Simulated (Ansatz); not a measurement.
Calculation: PBE0-D4/def2-TZVP (Ansatz, a first-principles code). No frequencies were computed at this level.

Ansatz 0.2 input:
```yaml
crystal:
  periodic: [false, false, false]
  atoms:
    - { symbol: O, position_ang: [-0.745087, -0.98999, -0.040076] }
    - { symbol: Si, position_ang: [-0.239131, 0.543891, 0.10717] }
    - { symbol: Se, position_ang: [1.997381, 0.317796, -0.223514] }
    - { symbol: H, position_ang: [-1.663439, -1.226405, 0.049973] }
    - { symbol: H, position_ang: [-0.488337, 1.060599, 1.447019] }
    - { symbol: H, position_ang: [-0.806187, 1.393873, -0.93215] }
    - { symbol: H, position_ang: [1.944801, -1.099766, -0.40842] }
basis:
  gaussian: { orbitals: def2-tzvp }
hamiltonian:
  xc: pbe0
  dispersion: d4
relax:
  max_steps: 150
```

Output:

```
[...]
reference -75329.16048705 eV, -2768.2955879603 hartree; 30, 30 occupied and 110, 110 virtual orbitals, 1007 factors
relax step  13: F+E_penalty+E_count = -75329.27751213 eV  Δ(F+E_penalty+E_count) = -9.267e-3 eV  max|allowed force component| = 6.693e-1 eV/Å  Δτ_max = 0.1491 Å  (28 SCF iters, accepted)
these checks for a lower state are left out or cut short: starts, cluster_reference, orbital_swaps, neighbouring_geometries, increment
1007 factors; their error is unknown
mean field -75329.20496506 eV, -2768.2972224969 hartree, gradient 2.0e-5 eV, S^2 0.000000; 0 other end points of the search recorded, 0 dependent functions left out
reference -75329.20499238 eV, -2768.2972235010 hartree; 30, 30 occupied and 110, 110 virtual orbitals, 1007 factors
relax step  14: F+E_penalty+E_count = -75329.32188621 eV  Δ(F+E_penalty+E_count) = -4.437e-2 eV  max|allowed force component| = 1.625e-1 eV/Å  Δτ_max = 0.2000 Å  (35 SCF iters, accepted)
these checks for a lower state are left out or cut short: starts, cluster_reference, orbital_swaps, neighbouring_geometries, increment
1007 factors; their error is unknown
mean field -75329.21189152 eV, -2768.2974770398 hartree, gradient 2.1e-5 eV, S^2 0.000000; 0 other end points of the search recorded, 0 dependent functions left out
reference -75329.21191905 eV, -2768.2974780512 hartree; 30, 30 occupied and 110, 110 virtual orbitals, 1007 factors
relax step  15: F+E_penalty+E_count = -75329.32844601 eV  Δ(F+E_penalty+E_count) = -6.560e-3 eV  max|allowed force component| = 2.866e-1 eV/Å  Δτ_max = 0.2000 Å  (36 SCF iters, accepted)
these checks for a lower state are left out or cut short: starts, cluster_reference, orbital_swaps, neighbouring_geometries, increment
1007 factors; their error is unknown
mean field -75329.22856937 eV, -2768.2980899394 hartree, gradient 1.1e-5 eV, S^2 0.000000; 0 other end points of the search recorded, 0 dependent functions left out
reference -75329.22859677 eV, -2768.2980909461 hartree; 30, 30 occupied and 110, 110 virtual orbitals, 1007 factors
relax step  16: F+E_penalty+E_count = -75329.34501977 eV  Δ(F+E_penalty+E_count) = -1.657e-2 eV  max|allowed force component| = 6.626e-2 eV/Å  Δτ_max = 0.0840 Å  (30 SCF iters, accepted)
these checks for a lower state are left out or cut short: starts, cluster_reference, orbital_swaps, neighbouring_geometries, increment
1007 factors; their error is unknown
mean field evaluation 128: about -75329.2293 eV, gradient 3.0e-3 eV
mean field -75329.22926138 eV, -2768.2981153702 hartree, gradient 2.4e-5 eV, S^2 0.000000; 0 other end points of the search recorded, 0 dependent functions left out
reference -75329.22928879 eV, -2768.2981163775 hartree; 30, 30 occupied and 110, 110 virtual orbitals, 1007 factors
relax step  17: F+E_penalty+E_count = -75329.34556550 eV  Δ(F+E_penalty+E_count) = -5.457e-4 eV  max|allowed force component| = 6.584e-2 eV/Å  Δτ_max = 0.0393 Å  (29 SCF iters, accepted)
these checks for a lower state are left out or cut short: starts, cluster_reference, orbital_swaps, neighbouring_geometries, increment
1007 factors; their error is unknown
mean field -75329.22987434 eV, -2768.2981378961 hartree, gradient 2.2e-5 eV, S^2 0.000000; 0 other end points of the search recorded, 0 dependent functions left out
reference -75329.22990181 eV, -2768.2981389055 hartree; 30, 30 occupied and 110, 110 virtual orbitals, 1007 factors
relax step  18: F+E_penalty+E_count = -75329.34605652 eV  Δ(F+E_penalty+E_count) = -4.910e-4 eV  max|allowed force component| = 6.140e-2 eV/Å  Δτ_max = 0.0247 Å  (31 SCF iters, accepted)
these checks for a lower state are left out or cut short: starts, cluster_reference, orbital_swaps, neighbouring_geometries, increment
1007 factors; their error is unknown
mean field -75329.23015819 eV, -2768.2981483276 hartree, gradient 2.4e-5 eV, S^2 0.000000; 0 other end points of the search recorded, 0 dependent functions left out
reference -75329.23018562 eV, -2768.2981493353 hartree; 30, 30 occupied and 110, 110 virtual orbitals, 1007 factors
relax step  19: F+E_penalty+E_count = -75329.34643952 eV  Δ(F+E_penalty+E_count) = -3.830e-4 eV  max|allowed force component| = 1.961e-1 eV/Å  Δτ_max = 0.0461 Å  (29 SCF iters, accepted)
these checks for a lower state are left out or cut short: starts, cluster_reference, orbital_swaps, neighbouring_geometries, increment
1007 factors; their error is unknown
mean field -75329.19644660 eV, -2768.2969094494 hartree, gradient 2.1e-5 eV, S^2 0.000000; 0 other end points of the search recorded, 0 dependent functions left out
reference -75329.19647413 eV, -2768.2969104610 hartree; 30, 30 occupied and 110, 110 virtual orbitals, 1007 factors
relax step  20: F+E_penalty+E_count = -75329.31288565 eV  Δ(F+E_penalty+E_count) = +3.355e-2 eV  max|allowed force component| = 1.465e0 eV/Å  Δτ_max = 0.1951 Å  (35 SCF iters, rejected (line search))
these checks for a lower state are left out or cut short: starts, cluster_reference, orbital_swaps, neighbouring_geometries, increment
1007 factors; their error is unknown
mean field -75329.23499269 eV, -2768.2983259918 hartree, gradient 8.4e-6 eV, S^2 0.000000; 0 other end points of the search recorded, 0 dependent functions left out
reference -75329.23502018 eV, -2768.2983270024 hartree; 30, 30 occupied and 110, 110 virtual orbitals, 1007 factors
relax step  21: F+E_penalty+E_count = -75329.35099551 eV  Δ(F+E_penalty+E_count) = -4.556e-3 eV  max|allowed force component| = 1.442e-1 eV/Å  Δτ_max = 0.0975 Å  (30 SCF iters, accepted)
these checks for a lower state are left out or cut short: starts, cluster_reference, orbital_swaps, neighbouring_geometries, increment
1007 factors; their error is unknown
mean field evaluation 160: about -75328.6218 eV, gradient 7.9e0 eV
mean field -75329.24325222 eV, -2768.2986295240 hartree, gradient 1.5e-5 eV, S^2 0.000000; 0 other end points of the search recorded, 0 dependent functions left out
reference -75329.24327978 eV, -2768.2986305370 hartree; 30, 30 occupied and 110, 110 virtual orbitals, 1007 factors
relax step  22: F+E_penalty+E_count = -75329.35922308 eV  Δ(F+E_penalty+E_count) = -8.228e-3 eV  max|allowed force component| = 1.270e-1 eV/Å  Δτ_max = 0.1000 Å  (29 SCF iters, accepted)
these checks for a lower state are left out or cut short: starts, cluster_reference, orbital_swaps, neighbouring_geometries, increment
1007 factors; their error is unknown
mean field -75329.18913694 eV, -2768.2966408244 hartree, gradient 2.0e-5 eV, S^2 0.000000; 0 other end points of the search recorded, 0 dependent functions left out
reference -75329.18916471 eV, -2768.2966418447 hartree; 30, 30 occupied and 110, 110 virtual orbitals, 1007 factors
relax step  23: F+E_penalty+E_count = -75329.30494716 eV  Δ(F+E_penalty+E_count) = +5.428e-2 eV  max|allowed force component| = 1.682e0 eV/Å  Δτ_max = 0.1465 Å  (35 SCF iters, rejected (line search))
these checks for a lower state are left out or cut short: starts, cluster_reference, orbital_swaps, neighbouring_geometries, increment
1007 factors; their error is unknown
mean field -75329.25060822 eV, -2768.2988998520 hartree, gradient 6.2e-6 eV, S^2 0.000000; 0 other end points of the search recorded, 0 dependent functions left out
reference -75329.25063579 eV, -2768.2989008653 hartree; 30, 30 occupied and 110, 110 virtual orbitals, 1007 factors
relax step  24: F+E_penalty+E_count = -75329.36650601 eV  Δ(F+E_penalty+E_count) = -7.283e-3 eV  max|allowed force component| = 1.494e-1 eV/Å  Δτ_max = 0.0732 Å  (30 SCF iters, accepted)
these checks for a lower state are left out or cut short: starts, cluster_reference, orbital_swaps, neighbouring_geometries, increment
1007 factors; their error is unknown
mean field -75329.25805869 eV, -2768.2991736520 hartree, gradient 1.1e-5 eV, S^2 0.000000; 0 other end points of the search recorded, 0 dependent functions left out
reference -75329.25808630 eV, -2768.2991746665 hartree; 30, 30 occupied and 110, 110 virtual orbitals, 1007 factors
relax step  25: F+E_penalty+E_count = -75329.37385025 eV  Δ(F+E_penalty+E_count) = -7.344e-3 eV  max|allowed force component| = 3.324e-1 eV/Å  Δτ_max = 0.0750 Å  (30 SCF iters, accepted)
these checks for a lower state are left out or cut short: starts, cluster_reference, orbital_swaps, neighbouring_geometries, increment
1007 factors; their error is unknown
mean field evaluation 192: about -75329.2708 eV, gradient 7.7e-4 eV
mean field -75329.27084021 eV, -2768.2996433639 hartree, gradient 1.9e-5 eV, S^2 0.000000; 0 other end points of the search recorded, 0 dependent functions left out
reference -75329.27086774 eV, -2768.2996443758 hartree; 30, 30 occupied and 110, 110 virtual orbitals, 1007 factors
relax step  26: F+E_penalty+E_count = -75329.38672502 eV  Δ(F+E_penalty+E_count) = -1.287e-2 eV  max|allowed force component| = 1.311e-1 eV/Å  Δτ_max = 0.1125 Å  (29 SCF iters, accepted)
these checks for a lower state are left out or cut short: starts, cluster_reference, orbital_swaps, neighbouring_geometries, increment
1007 factors; their error is unknown
mean field -75329.27882458 eV, -2768.2999367841 hartree, gradient 1.9e-5 eV, S^2 0.000000; 0 other end points of the search recorded, 0 dependent functions left out
reference -75329.27885205 eV, -2768.2999377936 hartree; 30, 30 occupied and 110, 110 virtual orbitals, 1007 factors
relax step  27: F+E_penalty+E_count = -75329.39497081 eV  Δ(F+E_penalty+E_count) = -8.246e-3 eV  max|allowed force component| = 6.496e-2 eV/Å  Δτ_max = 0.1283 Å  (29 SCF iters, accepted)
these checks for a lower state are left out or cut short: starts, cluster_reference, orbital_swaps, neighbouring_geometries, increment
1007 factors; their error is unknown
mean field -75329.28116051 eV, -2768.3000226280 hartree, gradient 1.6e-5 eV, S^2 0.000000; 0 other end points of the search recorded, 0 dependent functions left out
reference -75329.28118816 eV, -2768.3000236443 hartree; 30, 30 occupied and 110, 110 virtual orbitals, 1007 factors
relax step  28: F+E_penalty+E_count = -75329.39735442 eV  Δ(F+E_penalty+E_count) = -2.384e-3 eV  max|allowed force component| = 4.480e-2 eV/Å  Δτ_max = 0.0930 Å  (29 SCF iters, accepted)
these checks for a lower state are left out or cut short: starts, cluster_reference, orbital_swaps, neighbouring_geometries, increment
1007 factors; their error is unknown
mean field -75329.28157904 eV, -2768.3000380087 hartree, gradient 1.9e-5 eV, S^2 0.000000; 0 other end points of the search recorded, 0 dependent functions left out
reference -75329.28160667 eV, -2768.3000390242 hartree; 30, 30 occupied and 110, 110 virtual orbitals, 1007 factors
relax step  29: F+E_penalty+E_count = -75329.39790605 eV  Δ(F+E_penalty+E_count) = -5.516e-4 eV  max|allowed force component| = 1.127e-2 eV/Å  Δτ_max = 0.0172 Å  (31 SCF iters, accepted)
these checks for a lower state are left out or cut short: starts, cluster_reference, orbital_swaps, neighbouring_geometries, increment
1007 factors; their error is unknown
mean field -75329.28158463 eV, -2768.3000382141 hartree, gradient 1.9e-5 eV, S^2 0.000000; 0 other end points of the search recorded, 0 dependent functions left out
reference -75329.28161225 eV, -2768.3000392294 hartree; 30, 30 occupied and 110, 110 virtual orbitals, 1007 factors
relax step  30: F+E_penalty+E_count = -75329.39798994 eV  Δ(F+E_penalty+E_count) = -8.389e-5 eV  max|allowed force component| = 3.194e-2 eV/Å  Δτ_max = 0.0147 Å  (31 SCF iters, accepted)
these checks for a lower state are left out or cut short: starts, cluster_reference, orbital_swaps, neighbouring_geometries, increment
1007 factors; their error is unknown
mean field evaluation 224: about -75328.8292 eV, gradient 5.9e-1 eV
mean field -75329.28145352 eV, -2768.3000333960 hartree, gradient 1.9e-5 eV, S^2 0.000000; 0 other end points of the search recorded, 0 dependent functions left out
reference -75329.28148113 eV, -2768.3000344107 hartree; 30, 30 occupied and 110, 110 virtual orbitals, 1007 factors
relax step  31: F+E_penalty+E_count = -75329.39789000 eV  Δ(F+E_penalty+E_count) = +9.994e-5 eV  max|allowed force component| = 1.070e-1 eV/Å  Δτ_max = 0.0073 Å  (31 SCF iters, rejected (line search))
these checks for a lower state are left out or cut short: starts, cluster_reference, orbital_swaps, neighbouring_geometries, increment
1007 factors; their error is unknown
mean field -75329.28162660 eV, -2768.3000397565 hartree, gradient 1.9e-5 eV, S^2 0.000000; 0 other end points of the search recorded, 0 dependent functions left out
reference -75329.28165423 eV, -2768.3000407718 hartree; 30, 30 occupied and 110, 110 virtual orbitals, 1007 factors
relax step  32: F+E_penalty+E_count = -75329.39802308 eV  Δ(F+E_penalty+E_count) = -3.313e-5 eV  max|allowed force component| = 9.719e-3 eV/Å  Δτ_max = 0.0036 Å  (32 SCF iters, accepted)
1007 factors; their error is unknown
mean field evaluation 256: about -75329.2816 eV, gradient 3.4e-3 eV
mean field -75329.28162660 eV, -2768.3000397565 hartree, gradient 1.9e-5 eV, S^2 0.000000; 1 other end points of the search recorded, 0 dependent functions left out
reference -75329.28165423 eV, -2768.3000407718 hartree; 30, 30 occupied and 110, 110 virtual orbitals, 1007 factors
Total energy: -75329.39805070 eV, -2768.3043182634 hartree
Atom 0 at    -1.475747    -0.637893    -0.288542 Å, force     0.002830    -0.009719     0.002746 eV/Å
Atom 1 at    -0.305105     0.481505    -0.022453 Å, force    -0.000254     0.005866    -0.000866 eV/Å
Atom 2 at     1.747895    -0.150607    -0.792654 Å, force    -0.001926    -0.000142    -0.000684 eV/Å
Atom 3 at    -1.276933    -1.549952    -0.070309 Å, force    -0.002120     0.003678    -0.001337 eV/Å
Atom 4 at    -0.141783     0.779918     1.422195 Å, force    -0.000389    -0.000938    -0.001432 eV/Å
Atom 5 at    -0.727699     1.673532    -0.785681 Å, force     0.001291     0.002515     0.000259 eV/Å
Atom 6 at     2.179373    -0.596504     0.537446 Å, force     0.000568    -0.001260     0.001314 eV/Å
Dipole moment:     0.040399    -0.206671     0.245950 e Å
```

Cost: very roughly 3 core-minutes.
